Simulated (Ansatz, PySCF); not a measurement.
C3H7FSi, SMILES FC1C[SiH2]C1.

The structure is a stationary point at ωB97X-D3(BJ)/def2-SVP. The structure was generated by enumeration, and PubChem lists no compound with its InChIKey, so it may never have been made.

Vertical ionisation energy (IE) and electron affinity (EA) in eV. Rows of orbital energies are one-electron estimates. Where ΔSCF, EOM or ADC give a negative EA the extra electron is unbound and the value depends on the basis.

```csv
level,IE,EA
"−ε(HOMO), −ε(LUMO), r2SCAN/def2-TZVP (PySCF)",7.35,0.18
"−ε(HOMO), −ε(LUMO), PBE/def2-TZVP (PySCF)",7.06,0.57
"ΔSCF, CAM-B3LYP/def2-SVPD (Ansatz), final states of multiplicity 2 and 2",10.76,-1.74
"ΔSCF, PBE/def2-SVPD (Ansatz), final states of multiplicity 2 and 2",___,___
```

Task: Some entries are withheld; supply them. (An estimate is asked for; the answer gives what the named calculation found.)

Result: 
- ΔSCF, PBE/def2-SVPD (Ansatz, a quantum-chemistry and plane-wave program), final states of multiplicity 2 and 2, IE: 10.14
- ΔSCF, PBE/def2-SVPD (Ansatz), final states of multiplicity 2 and 2, EA: -1.49

Task: What vertical singlet–triplet gap does ΔSCF give with CAM-B3LYP/def2-SVPD (Ansatz) and with PBE/def2-SVPD (Ansatz)? (Estimate from the structure and the level; the computed values follow.)

Result: 7.09 and 6.53 eV (triplet above singlet where positive).
